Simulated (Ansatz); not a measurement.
**Which method gave which barrier?**

Saddle point of Si₂H₈O₃F₂, closed shell (Si₂H₄OF₂ ([F][SiH]([F])[O][SiH3]) + H₂O + H₂O → SiH₂OF₂ ([OH][SiH]([F])[F]) + SiH₄O ([OH][SiH3]) + H₂O (still joined by a long Si–O bond); bonds formed: Si1–O8, O2–H9, H7–O10; bonds broken: H7–O8, H9–O10; bonds weakened to dative contacts: Si1–O2), PBE0-D4/def2-TZVP structure:

Si1  (-1.254, 0.443, 0.378)
O2  (0.336, 0.151, -0.301)
Si3  (0.913, 1.004, -1.642)
F4  (-2.333, -0.513, -0.316)
F5  (-1.379, 1.667, -0.750)
H6  (-1.696, 1.355, 1.461)
H7  (0.386, -1.441, 1.454)
O8  (-0.801, -0.776, 1.618)
H9  (0.984, -0.765, 0.199)
O10  (1.315, -1.619, 0.936)
H11  (1.129, 2.429, -1.324)
H12  (2.233, 0.353, -1.865)
H13  (0.070, 0.792, -2.834)
H14  (-1.189, -0.599, 2.475)
H15  (1.287, -2.481, 0.510)
(Å)

Program: Ansatz 0.2.0. Basis: def2-TZVPP, with def2-QZVPP for the basis limit. Cores are frozen in the correlated methods. Extrapolation: Hartree–Fock as exp(−7.88 √X), correlation as X^−2.97. Four methods, as single points on the PBE0-D4 structures, gave these electronic barriers from the start structure: 52.0, 63.2, 78.5, 126.3 kJ/mol.

Task: The methods were, in alphabetical order, BHLYP-D4, BLYP-D4, HF, r2SCAN-D4. Which gave which? (Judge from chemistry; the calculation decides.)

Result: Computed: r2SCAN-D4 52.0; BLYP-D4 63.2; BHLYP-D4 78.5; HF 126.3 kJ/mol. For comparison, CCSD(T) at an estimated basis limit (MP2 extrapolated from triple and quadruple zeta, plus CCSD(T) − MP2 in triple zeta) gives 70.9 kJ/mol.

T1 diagnostic: at most 0.012.

Labels in which every atom is bracketed show which atoms are joined, not bond orders.

For scale, one of the runs: CCSD(T)/def2-TZVPP, 351 basis functions, launched by `ansatz run in.yaml --threads 4 --pin off --events-out ev --progress --plain --max-ram 46080MiB --backend cuda --devices 0, --max-vram 37GiB`. The run took 16 s on 4 CPU threads of an AMD EPYC 7R13 and a share of one NVIDIA H100 (shared host), with 0.89 GiB of host memory at its peak.
